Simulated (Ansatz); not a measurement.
A nudged elastic band was laid between two geometries of C$_{2}$H$_{7}$NOSi (12 atoms, charge 0, multiplicity 1).

Theory: Ansatz, RKS B3LYP/STO-3G.

```json
{"movable images": "5", "climbing image": "yes", "spring": "5.0 eV/Å²", "optimiser": "quadratic models (default)", "start path": "IDPP", "force threshold": "0.05 eV/Å", "iteration limit": "60", "end points": "relaxed"}
```

First end point:

```xyz
12
Properties=species:S:1:pos:R:3
C -0.850 1.498 -1.222
C -0.281 0.521 -0.484
N -0.588 0.210 0.954
O 0.696 -0.357 -0.942
Si 1.177 -1.435 0.355
H -1.616 2.151 -0.798
H -0.561 1.661 -2.262
H -0.483 1.101 1.516
H -1.619 -0.018 1.030
H 1.863 -0.810 1.463
H 2.171 -2.203 -0.366
H 0.168 -2.375 0.790
```

Last end point:

```xyz
12
Properties=species:S:1:pos:R:3
C -0.776 1.624 -1.104
C -0.234 0.593 -0.420
N -0.980 -0.381 0.445
O 1.120 0.273 -0.409
Si 1.394 -1.111 0.631
H -1.849 1.820 -1.074
H -0.153 2.289 -1.707
H -1.551 0.168 1.146
H -1.708 -0.863 -0.152
H 2.829 -1.217 0.474
H 0.836 -2.361 0.164
H 1.149 -0.890 2.039
```

Task: Which bonds break or form, and what moves?

Result: No bond is made or broken. The dihedral C2–O4–Si5–H12 goes from 68 to -67°. The two ends are copies of one structure, up to a mirror image or an exchange of like atoms.

Task: Give the energies along the band, and the barrier.

Result: It converged. The highest image is number 3 of 0 to 6, 14.8 kJ/mol above the ends, which have the same energy within 2 meV. A vibrational analysis at the climbing image gives one clearly imaginary mode, 135i cm⁻¹: a first-order saddle point. Limits of this set-up: minimal basis.

```csv
image,path coordinate (Å),energy (kJ/mol),dihedral C2–O4–Si5–H12 (°)
0,0.00,0.0,68
1,1.38,1.8,71
2,2.76,10.0,54
3,4.14,14.8,12
4,5.00,9.6,-22
5,5.85,0.6,-55
6,6.71,0.0,-67
```

Task: What is the geometry of the highest image?

Result: 
```xyz
12
Properties=species:S:1:pos:R:3
C -0.495 1.710 -0.883
C -0.402 0.454 -0.389
N -1.358 -0.105 0.594
O 0.617 -0.425 -0.784
Si 1.477 -1.245 0.478
H -1.362 2.340 -0.675
H 0.294 2.122 -1.516
H -2.176 0.558 0.647
H -1.753 -1.000 0.191
H 2.815 -0.692 0.519
H 1.556 -2.631 0.070
H 0.865 -1.141 1.783
```

Task: What are the harmonic wavenumbers there?

Result: 135i, 66, 229, 290, 414, 454, 574, 690, 722, 764, 798, 831, 852, 992, 1066, 1078, 1093, 1114, 1246, 1417, 1558, 1794, 1839, 2631, 2680, 2699, 3410, 3513, 3567, 3712 cm⁻¹.

The band took 34 iterations and of the order of 7 core-minutes.

Time of the run: 7.1 min on 1 thread of Arm Neoverse V1, on a shared host, peak memory 0.1 GiB.
